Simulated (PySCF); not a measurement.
**Spinor energies of K⁶⁺ (potassium, charge +6)**

Start: [Ne] 3s2 3p1; 3p3/2 filled at m_j = +3/2. Calculated with PySCF 2.14 in an even-tempered Gaussian basis (20 s from 0.27 bohr⁻², ratio 2.4; 13 p from 0.35 bohr⁻², ratio 2.4; 5 d from 1.8 bohr⁻², ratio 2.6; 5 f from 2.7 bohr⁻², ratio 2.6): generalised Hartree-Fock with the X2C-1e Hamiltonian and a Gaussian nucleus; one run each with spin-orbit coupling (SO) screened by Boettger's factors, then bare. This is a chosen level, not necessarily the ground level.

| spinor shell | electrons | ε, screened SO (eV) | ε, bare SO (eV) | weight of nominal j (bare SO) | rms radius, bare SO (bohr) |
| --- | --- | --- | --- | --- | --- |
| 1s1/2 | 2 | -3766.2 | -3766.2 | 1.000 | 0.0937 |
| 2s1/2 | 2 | -507.46 | -507.46 | 1.000 | 0.415 |
| 2p1/2 | 2 | -425.46 | -425.71 | 0.989 | 0.384 |
| 3s1/2 | 2 | -134.09 | -134.09 | 1.000 | 1.19 |
| 3p3/2 | 1 | -116.94 | -116.92 | 1.000 | 1.25 |

(1) Where does 2p3/2 lie, and what is the 2p spin-orbit splitting (bare SO)?

| quantity | screened SO | bare SO |
| --- | --- | --- |
| E (hartree) | -589.76104 | -589.76103 |
| M_J | 3/2 | 3/2 |
| ⟨J²⟩ | 3.755 | 3.755 |
| ⟨L²⟩ | 2.004 | 2.004 |
| ⟨S²⟩ | 0.751 | 0.751 |

Each row is a mean over spinors that exchange with the open shell spreads, by up to 4.887 eV (3s1/2).

Answers

(1) At -422.72 eV, 2.985 eV above 2p1/2.
